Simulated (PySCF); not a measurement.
Can point charges reproduce the dipole moment of `C/C(=C\O[SiH3])O[SiH2]CF`?

Coordinates (GFN2-xTB, Å) and charges (e) from the PBE0/pcSseg-1 density (PySCF):

| atom | x | y | z | Mulliken | IAO | Hirshfeld | ESP-fitted |
| --- | --- | --- | --- | --- | --- | --- | --- |
| C1 | 0.444 | -0.464 | -1.749 | -0.2239 | -0.4511 | -0.1240 | -0.5307 |
| C2 | 0.275 | -0.101 | -0.310 | +0.0369 | +0.1623 | +0.0511 | +0.4879 |
| C3 | 1.285 | 0.009 | 0.553 | +0.1748 | -0.0201 | -0.0163 | -0.3397 |
| O4 | 2.568 | -0.206 | 0.184 | -0.6073 | -0.5969 | -0.1946 | -0.2502 |
| Si5 | 3.962 | -0.145 | 1.020 | +0.6979 | +0.8814 | +0.3939 | +0.5853 |
| O6 | -0.984 | 0.134 | 0.151 | -0.6186 | -0.6005 | -0.1984 | -0.5588 |
| Si7 | -2.442 | 0.107 | -0.556 | +0.7989 | +1.0108 | +0.4047 | +0.6593 |
| C8 | -3.561 | 0.573 | 0.917 | -0.1454 | -0.2478 | -0.0686 | -0.0433 |
| F9 | -4.879 | 0.603 | 0.503 | -0.3520 | -0.3298 | -0.1332 | -0.2551 |
| H10 | 1.498 | -0.618 | -1.959 | +0.1493 | +0.1745 | +0.0508 | +0.1566 |
| H11 | -0.110 | -1.374 | -1.972 | +0.1382 | +0.1522 | +0.0463 | +0.1540 |
| H12 | 0.058 | 0.332 | -2.383 | +0.1383 | +0.1522 | +0.0464 | +0.1558 |
| H13 | 1.104 | 0.275 | 1.585 | +0.0967 | +0.1387 | +0.0424 | +0.1997 |
| H14 | 3.958 | -1.113 | 2.120 | -0.1120 | -0.1506 | -0.0801 | -0.1159 |
| H15 | 4.873 | -0.489 | -0.059 | -0.1092 | -0.1257 | -0.0733 | -0.1198 |
| H16 | 4.184 | 1.191 | 1.578 | -0.1120 | -0.1505 | -0.0800 | -0.1156 |
| H17 | -2.800 | -1.220 | -1.062 | -0.1046 | -0.1501 | -0.0793 | -0.1273 |
| H18 | -2.571 | 1.103 | -1.622 | -0.1046 | -0.1502 | -0.0793 | -0.1281 |
| H19 | -3.516 | -0.150 | 1.736 | +0.1293 | +0.1505 | +0.0458 | +0.0936 |
| H20 | -3.348 | 1.565 | 1.322 | +0.1294 | +0.1506 | +0.0458 | +0.0924 |

Problem. Compute μ = Σ q r for each scheme (1 e·Å = 4.803 D) and compare with the dipole of the full density.

Solution. The full density gives (2.14, -0.14, 0.31) D, 2.16 D in size; dipole vectors point from the negative to the positive end.

| scheme | μx | μy | μz | size (D) | share of the full size (%) | angle to the full dipole (°) |
| --- | --- | --- | --- | --- | --- | --- |
| Mulliken | 3.78 | -0.66 | -1.17 | 4.01 | 186 | 26 |
| IAO | 3.52 | -0.35 | 0.00 | 3.54 | 164 | 8 |
| Hirshfeld | 1.55 | -0.15 | 0.00 | 1.56 | 72 | 8 |
| ESP-fitted | 2.14 | -0.14 | 0.30 | 2.16 | 100 | 0 |

Problem. Which set comes closest?

Solution. Length of the difference vector: ESP-fitted 0.01 D, Hirshfeld 0.66 D, IAO 1.44 D, Mulliken 2.27 D. Closest: ESP-fitted. 

Problem. What is left for the Hirshfeld atoms' own dipoles?

Solution. The shares of the density sum to the whole, so what Σ q r misses lies in dipoles about the nuclei. The atomic dipoles sum to (2.14, -0.14, 0.31) − (1.55, -0.15, 0.00) = (0.59, 0.01, 0.31) D, 0.66 D in size.

Problem. With the origin at the mean of the coordinates, (0.000, 0.001, 0.000) Å, which are the largest single terms, by size, of the IAO dipole along the direction of the full one?

Solution. Si5 +17.22, Si7 -12.13, F9 +7.58, O4 -7.39, C8 +4.07 D; all 20 atoms together +3.50 D. The single terms depend on the origin, their sum doesn't.

Problem. Give the size of the full dipole in other units.

Solution. 2.16 D = 0.851 au = 0.450 e·Å = 7.21 × 10⁻³⁰ C·m.

Geometry: GFN2-xTB, one conformer, isolated molecule.

Conformer computed: `[CH3:1]/[C:2](=[CH:3]\[O:4][SiH3:5])[O:6][SiH2:7][CH2:8][F:9]`: C2–C3–O4–Si5 180°, C1–C2–O6–Si7 0°, C2–O6–Si7–C8 180°, O6–Si7–C8–F9 180°.
